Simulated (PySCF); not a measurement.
## Assigning NMR signals

Bonds (- single, = double, # triple, : aromatic): C1=C2, C2-C3, C3-C4, C3=N5, N5-C6, C6-Si7, C6-C8, C8=C9. C1 carries H10, H11; C2 carries H12; C4 carries H13, H14, H15; C6 carries H16; Si7 carries H17, H18, H19; C8 carries H20; C9 carries H21, H22. Stereochemistry as in C=C/C(C)=N/[C@H]([SiH3])C=C. H10 is cis to C3; H21 is cis to C6; H11 is trans to C3; H22 is trans to C6.

Theoretical values (PySCF 2.14.0 with density-fitted response routines): structure optimised with GFN2-xTB, NMR shieldings at PBE0/pcSseg-1/GIAO. Gas phase, equivalent nuclei averaged, one computed conformer, non-relativistic.

References, each an isolated molecule treated in the same way: TMS for ¹³C (186.93 ppm), ¹H (31.72 ppm).

Q: Assign these signals to the numbered atoms. ¹³C{¹H} NMR (computed): δ 163.9, 153.1, 151.5, 123.8, 116.0, 61.3, 11.7.

A: 
163.9 → C3, C=N carbon
153.1 → C2, alkene CH: an sp2 carbon of a C=C bond
151.5 → C8, alkene CH
123.8 → C1, terminal =CH2 carbon: the olefinic region
116.0 → C9, terminal =CH2 carbon
61.3 → C6, allylic sp3 CH bonded to N and Si: pulled downfield by the heteroatom
11.7 → C4, methyl carbon: a saturated carbon with 1 carbon neighbour and no heteroatom attached

C2 and C8 lie closer than the usual error of such a calculation, so a measured spectrum could show them in the other order.

Q: Assign these signals to the numbered atoms. ¹H NMR (600 MHz, computed): δ 6.84 (m, 1H), 6.73 (m, 1H), 5.75 (m, 1H), 5.68 (m, 1H), 5.40 (m, 1H), 5.24 (m, 1H), 4.75 (m, 1H), 3.73 (d, 3H), 1.98 (s, 3H).

A: 
| δ (ppm) | atoms | environment | reason |
| --- | --- | --- | --- |
| 6.84 | H20 | hydrogen on an alkene CH | a vinylic proton, deshielded by the sp2 carbon and the C=C anisotropy |
| 6.73 | H12 | hydrogen on an alkene CH | – |
| 5.75 | H11 | hydrogen on a terminal =CH2 carbon | attached to an sp2 carbon and in the plane of the double bond |
| 5.68 | H10 | hydrogen on a terminal =CH2 carbon | – |
| 5.40 | H21 | hydrogen on a terminal =CH2 carbon | – |
| 5.24 | H22 | hydrogen on a terminal =CH2 carbon | – |
| 4.75 | H16 | hydrogen on an allylic sp3 CH bonded to N and Si | its carbon carries N, which withdraws density |
| 3.73 | H17/H18/H19 | hydrogen on a silicon bonded to C | – |
| 1.98 | H13/H14/H15 | hydrogen on a methyl carbon | – |

H20 and H12; H11 and H10 lie closer than the usual error of such a calculation, so a measured spectrum could show them in the other order.

Shifts are as computed. Against solution values, carbons near 30 ppm lie about +3 ppm off and those near 130 ppm about +5 ppm. Of 1211 compounds with measured shifts, 218 miss one by over three times the rms of a fit or turn the order of signals round; such compounds aren't used in these exercises. No couplings were computed; multiplicities are counted from neighbouring protons, with m where these are inequivalent, close in shift, in a saturated or five-membered ring or joined by F or P, and br s for small geminal =CH2 splittings.
